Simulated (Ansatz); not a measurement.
`[Cl][Au]`. Total charge 0; spin multiplicity 1. Au: def2 effective core potential.

```xyz
2

Cl   -0.160    0.198   -1.083
Au    0.160   -0.198    1.083
```

What are the harmonic wavenumbers in cm⁻¹ at PBE0-D4/def2-TZVP (Ansatz, finite differences of forces, unscaled)? (Estimate.)

Computed: 366.

Is this a minimum?

Yes, all 1 modes are real.

Give the ideal-gas thermochemistry at 298.15 K and 1 bar (rigid rotor, harmonic oscillator; point group C∞v, symmetry number 1).

Zero-point energy 2.2 kJ/mol; H(298) − E = 11.8 kJ/mol; entropy 252.2 J/(mol·K), of which translation 176.8, rotation 70.8, vibration 4.6; G(298) − E = -63.4 kJ/mol.

And at 400, 500, 600, 800 and 1000 K?


```json
{"T (K)": "400", "H − E (kJ/mol)": "15.4", "S (J/mol/K)": "262.7", "G − E (kJ/mol)": "-89.7"}
{"T (K)": "500", "H − E (kJ/mol)": "19.1", "S (J/mol/K)": "270.9", "G − E (kJ/mol)": "-116.4"}
{"T (K)": "600", "H − E (kJ/mol)": "22.8", "S (J/mol/K)": "277.6", "G − E (kJ/mol)": "-143.8"}
{"T (K)": "800", "H − E (kJ/mol)": "30.2", "S (J/mol/K)": "288.2", "G − E (kJ/mol)": "-200.4"}
{"T (K)": "1000", "H − E (kJ/mol)": "37.6", "S (J/mol/K)": "296.5", "G − E (kJ/mol)": "-258.9"}
```
